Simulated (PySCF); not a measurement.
Structure problem from calculated spectra and properties.

Formula: C8H12Si.

| Item | Value |
| --- | --- |
| 13C NMR | chemical shifts (computed TMS as zero) by class: 154.5 (1 C), 109.5 (1 C), 88.6 (1 C), 81.4 (1 C), 24.3 (1 C), 22.9 (1 C), 17.4 (1 C), 5.2 (1 C) ppm [GIAO PBE0/pcSseg-1] |
| 1H NMR | chemical shifts (computed TMS as zero) by class: 7.05 (1 H), 4.88 (1 H), 4.45 (1 H), 3.03 (1 H), 2.75 (1 H), 2.04 (3 H), 1.61 (1 H), 1.55 (3 H) ppm [GIAO PBE0/pcSseg-1] |
| Dipole | 1.01 D [PBE0/pcSseg-1] |
| NMR, other nuclei | isotropic shieldings of nuclei other than C and H, by class: 445 (1 Si) ppm [GIAO PBE0/pcSseg-1] |
| Rotational structure | rotational constants A, B, C: 1.769, 0.942, 0.788 GHz [GFN2-xTB] |

Gas-phase values; electronic properties from PySCF, density fitting. Levels stand in brackets. Isolated species at its GFN2-xTB geometry (one conformer only). GFN2-xTB frequencies show an imaginary mode (29i cm⁻¹), so this geometry is no minimum at that level. NMR values are class means; diastereotopic atoms form classes of their own.

Q: Give a SMILES that accounts for the data.

A: Numbering: `[CH2:1]=[CH:2][C@@:3]1([C:4]#[C:5][CH3:6])[SiH2:7][C@@H:8]1[CH3:9]`. Its formula, C8H12Si, gives 4 degrees of unsaturation: 1 ring and 3 π bonds in the structure found. 8 carbons fall into 8 classes; from least to most shielded: alkene CH carbon [C2] (154.5 ppm), terminal =CH2 carbon [C1] (109.5 ppm), alkyne carbon [C4] (88.6 ppm), alkyne carbon [C5] (81.4 ppm), ring sp3 carbon bound to silicon [C8] (24.3 ppm), ring sp3 carbon bound to silicon [C3] (22.9 ppm), methyl carbon [C9] (17.4 ppm), propargylic carbon [C6] (5.2 ppm). Hydrogen classes from least to most shielded: 1 H on an alkene CH carbon, C2 (7.05 ppm), 1 H on a terminal =CH2 carbon, C1 (4.88 ppm), 1 H on a terminal =CH2 carbon, C1 (4.45 ppm), 1 H on an SiH2 silicon, Si7 (3.03 ppm), 1 H on an SiH2 silicon, Si7 (2.75 ppm), 3 H on a propargylic carbon, C6 (2.04 ppm), 1 H on an sp3 carbon bound to silicon, C8 (1.61 ppm), 3 H on a methyl carbon, C9 (1.55 ppm). The other shieldings belong to: 445 ppm, SiH2 silicon [Si7]. The optimised geometry has point group C1 and is an asymmetric top. Structure: `C=C[C@@]1(C#CC)[SiH2][C@@H]1C`. Computed isomers that give other values at the same levels: `C=CC1=C[SiH2][C@H]2C[C@@H]1C2` (13C chemical shifts (computed TMS as zero) by class: 177.5 (1 C), 148.2 (1 C), 124.9 (1 C), 118.3 (1 C), 35.9 (2 C), 32.5 (1 C), 16.9 (1 C) ppm); `C[Si@@H]1C=CC=C1C1CC1` (13C chemical shifts (computed TMS as zero) by class: 164.5 (1 C), 156.0 (1 C), 137.5 (1 C), 130.7 (1 C), 18.9 (1 C), 18.0 (1 C), 14.9 (1 C), -6.7 (1 C) ppm); `C#C[C@](C)(C#CC)[SiH2]C` (13C chemical shifts (computed TMS as zero) by class: 91.4 (1 C), 86.9 (1 C), 84.9 (1 C), 75.9 (1 C), 28.0 (1 C), 15.0 (1 C), 5.0 (1 C), -8.0 (1 C) ppm). The assignments are read from this structure; whether some other isomer fits the data as well wasn't checked. The mirror image fits equally.

Shape of the structure used: `[CH2:1]=[CH:2][C@@:3]1([C:4]#[C:5][CH3:6])[SiH2:7][C@@H:8]1[CH3:9]`: C1–C2–C3–C4 168°.
